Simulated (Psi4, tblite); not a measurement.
Intermolecular potential of CF4 ··· F- (SMILES FC(F)(F)F and [F-]) (charge -1). Monomers: optimised at B3LYP-D3(BJ) (def2-TZVP), held rigid. Orientation: lowest of the rigid-body minima from ten starts at GFN2-xTB. Only R, the distance of the centres of mass, is varied, so the lowest point isn't the relaxed dimer.

- GFN2-xTB (tblite)
- MP2/aug-cc-pVDZ = DF-MP2/aug-cc-pVDZ, frozen core, counterpoise-corrected (Psi4 1.11)
- PBE/def2-TZVPD, counterpoise-corrected (Psi4)
- SAPT0/jun-cc-pVDZ, frozen core (Psi4)

Interaction energies in kJ/mol:

```
R / Å  GFN2-xTB  MP2/aug-cc-pVDZ  PBE/def2-TZVPD
-----  --------  ---------------  --------------
1.92      67.46           252.04          236.92
2.12      -2.80           115.72          109.17
2.35     -29.32            36.57           34.04
2.54     -33.13             5.80            4.13
2.72     -31.52            -8.14           -9.75
2.96     -27.19           -15.15          -16.85
3.21     -22.20           -16.11          -17.80
3.54     -16.58           -13.92          -15.56
4.05     -10.61            -9.48          -11.00
4.74      -5.94            -5.36           -6.47
5.74      -2.79            -2.49           -3.06
7.07      -1.19            -1.07           -1.30
```

Problem. Predict the corresponding SAPT0/jun-cc-pVDZ column.

Solution. 1.92: 223.14; 2.12: 95.85; 2.35: 24.54; 2.54: -1.79; 2.72: -12.99; 2.96: -17.81; 3.21: -17.48; 3.54: -14.45; 4.05: -9.58; 4.74: -5.38; 5.74: -2.54; 7.07: -1.11 (kJ/mol).
